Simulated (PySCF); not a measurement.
**Polarisability and C₆ of Cd+ (cadmium, charge +1)**

[Kr] 4d9 5s1 5p1, one real determinant (an excited configuration). All numbers are calculated (PySCF 2.14, the spin-free X2C one-electron Hamiltonian (Gaussian nucleus), in x2c-QZVPPall with one added diffuse shell each of s, p, d, f, g type (14s9p8d5f3g, 143 functions)). Coupled (time-dependent) response in atomic units; α is the mean over directions.

```json
{"method": "M06-2X", "mean α (bohr³)": "27.62", "α xx, yy, zz": "26.96, 26.96, 28.95", "C₆ (like pair)": "197.0", "S(−4)": "338.2"}
```

S(−4) is the Cauchy moment in α(ω) = α(0) + S(−4) ω² + …

Spin-orbit coupling is absent.

α(iu) at M06-2X:

| u (hartree) | α(iu) (bohr³) |
| --- | --- |
| 0 | 27.62 |
| 0.0500 | 26.81 |
| 0.100 | 24.68 |
| 0.200 | 19.11 |
| 0.300 | 14.43 |
| 0.500 | 8.984 |
| 0.750 | 5.911 |
| 1.00 | 4.363 |
| 1.50 | 2.798 |
| 2.00 | 1.992 |
| 3.00 | 1.167 |
| 5.00 | 0.5391 |

For an ion, C₆ is the dispersion term alone; charge-induced terms of lower order in 1/R come first.

The components differ because the open shell of this determinant is not spherical; for a pure term their mean is the scalar polarisability.

⟨L²⟩ = 8.02 against 12 for a pure F term, so this real determinant mixes terms.
